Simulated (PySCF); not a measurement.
Species: C₈H₉N.
Cartesian coordinates in Å at the GFN2-xTB level; atoms count from 1:
```
atom  x, y, z in Å
C1     1.8727   -0.9667    0.1235
C2     0.4298   -0.6751    0.4933
C3    -0.5644   -1.0676   -0.5863
C4    -1.7596   -0.1393   -0.4632
C5    -1.4772    0.8024    0.6897
C6    -0.0144    0.7816    0.1947
C7     0.8566    1.8773    0.4243
N8     1.5620    2.7639    0.5948
C9    -0.5306    0.2990   -1.2017
H10    2.0873   -0.6127   -0.8828
H11    2.5502   -0.4698    0.8151
H12    2.0612   -2.0379    0.1627
H13    0.2211   -1.0209    1.5101
H14   -0.6193   -2.0214   -1.0827
H15   -2.7271   -0.3849   -0.8664
H16   -1.6492    0.4431    1.7049
H17   -1.9493    1.7738    0.5539
H18   -0.3583    0.6615   -2.1956
```

NICS = −σ at a ghost point: NICS(0) at the centroid of the ring atoms, NICS(1) 1 Å to either side along the normal of their mean plane, zz for the tensor component along that normal. Level: GIAO PBE0/pcSseg-1 (PySCF, non-relativistic, gas phase) on the GFN2-xTB geometry, one conformer.

Ring bond lengths (Å), with Mayer bond orders in brackets: C2–C3 1.519 (0.93), C3–C9 1.499 (0.88), C9–C6 1.565 (0.86), C6–C2 1.552 (0.90); C3–C4 1.518 (0.94), C4–C9 1.499 (0.88), C9–C3 1.499 (0.88); C4–C5 1.515 (0.97), C5–C6 1.544 (0.96), C6–C9 1.565 (0.86), C9–C4 1.499 (0.88).

Q: Give the NICS values of each ring in ppm.

A: 
```json
{"ring": "C2–C3–C9–C6", "type": "4-membered carbocycle; formal bonds all single", "NICS(0)": "-9.5", "NICS(1), two faces": "-10.7 / -1.3", "NICS(1)zz, two faces": "-7.0 / 1.5", "rms pucker (Å)": "0.14", "centre to ring atoms, mean (Å)": "1.07"}
{"ring": "C3–C4–C9", "type": "3-membered carbocycle; formal bonds all single", "NICS(0)": "-39.3", "NICS(1), two faces": "-9.1 / -10.1", "NICS(1)zz, two faces": "-30.2 / -28.2", "rms pucker (Å)": "0.00", "centre to ring atoms, mean (Å)": "0.87"}
{"ring": "C4–C5–C6–C9", "type": "4-membered carbocycle; formal bonds all single", "NICS(0)": "-8.4", "NICS(1), two faces": "-11.0 / -0.4", "NICS(1)zz, two faces": "-7.1 / 2.6", "rms pucker (Å)": "0.14", "centre to ring atoms, mean (Å)": "1.07"}
```

Q: What do they say, and how far can they be read as aromaticity?

A: 
- C2–C3–C9–C6: mean NICS(1)zz -2.7 ppm, near zero. C2, C3, C6, C9 have four or more neighbours; no verdict on aromaticity is drawn. C4, outside the ring, lies only 1.01 Å from a NICS(1) probe, which then mostly feels that atom. The two faces differ by 8.5 ppm, so no symmetry operation interchanges them.
- C3–C4–C9: mean NICS(1)zz -29.2 ppm, shielded. C3, C4, C9 have four or more neighbours, and the NICS criterion for π rings isn't applied. C6, outside the ring, lies only 0.91 Å from a NICS(1) probe, which then mostly feels that atom. NICS(0) lies 30 ppm below the mean NICS(1).
- C4–C5–C6–C9: mean NICS(1)zz -2.3 ppm, near zero. C4, C5, C6, C9 have four or more neighbours, and the NICS criterion for π rings isn't applied. C3, outside the ring, lies only 1.00 Å from a NICS(1) probe, which then mostly feels that atom. The two faces differ by 9.7 ppm, so no symmetry operation interchanges them.

Q: What are the shieldings of the ring atoms and their hydrogens in the same run (means over atoms taken as equivalent)?

A: 
| atoms | environment | σ isotropic (ppm) | principal values of the symmetric part, first atom (ppm) |
| --- | --- | --- | --- |
| C2 | four-membered-ring carbon | 136.7 | 116.7, 142.0, 151.4 |
| C3 | sp3 carbon at a ring junction | 160.9 | 123.3, 152.1, 207.4 |
| C4 | sp3 carbon at a ring junction | 167.7 | 137.8, 155.5, 209.8 |
| C5 | four-membered-ring carbon | 143.8 | 125.7, 147.1, 158.6 |
| C6 | sp3 carbon at a ring junction | 150.6 | 136.7, 148.5, 166.5 |
| C9 | sp3 carbon at a ring junction | 146.8 | 96.9, 131.3, 212.3 |
| H13 | methine hydrogen | 29.38 | 24.0, 28.9, 35.2 |
| H14 | methine hydrogen | 30.10 | 24.3, 26.9, 39.1 |
| H15 | methine hydrogen | 29.95 | 24.0, 26.1, 39.7 |
| H16 | methylene hydrogen | 29.65 | 25.4, 26.5, 37.0 |
| H17 | methylene hydrogen | 28.80 | 26.3, 26.6, 33.5 |
| H18 | methine hydrogen | 28.32 | 24.2, 25.7, 35.0 |

The run took 41 s of wall time on one thread of an Arm Neoverse V1, shared host with 32 logical CPUs at a one-minute load of 16, and the process peaked at 0.87 GiB of memory. This is the whole shielding run at PBE0/pcSseg-1, SCF included.
